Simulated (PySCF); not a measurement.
**Spin-orbit coupling and the fourth ionisation energy along the 3d series**

Two-component X2C-1e calculated with PySCF 2.14: MP2 on generalised Hartree-Fock spinors (GMP2), with spin-orbit coupling off and on (screened by Boettger's factors); no Breit or QED terms. Values in eV; the references (NIST) lie between the lowest levels. Elements whose determinants are no pure J levels are left out.

```
                          element       configurations  spin-free  with spin-orbit   shift         reference
Ti (x2c-QZVPPall-2c, [Ne] frozen)      [Ar] 3d1 → [Ar]     42.934           42.967   0.032            43.267
Co (x2c-QZVPPall-2c, [Ne] frozen)  [Ar] 3d6 → [Ar] 3d5     51.259           51.334   0.075   51.27 ± 0.1 (s)
Ni (x2c-QZVPPall-2c, [Ne] frozen)  [Ar] 3d7 → [Ar] 3d6     55.085           55.123   0.038  54.92 ± 0.25 (s)
Cu (x2c-QZVPPall-2c, [Ne] frozen)  [Ar] 3d8 → [Ar] 3d7     57.512           57.488  -0.024  57.38 ± 0.05 (s)
Zn (x2c-QZVPPall-2c, [Ne] frozen)  [Ar] 3d9 → [Ar] 3d8     59.952           59.857  -0.094    59.573 ± 0.019
```

The largest shift is at Zn, -0.094 eV, where spin-orbit coupling lowers the species with fewer electrons by more than the one with more (starting occupations 3d3/2^4 3d5/2^5 and 3d3/2^4 3d5/2^4).

What remains against the references is mostly the basis and correlation beyond MP2. References marked (s) are semi-empirical, (t) theoretical.
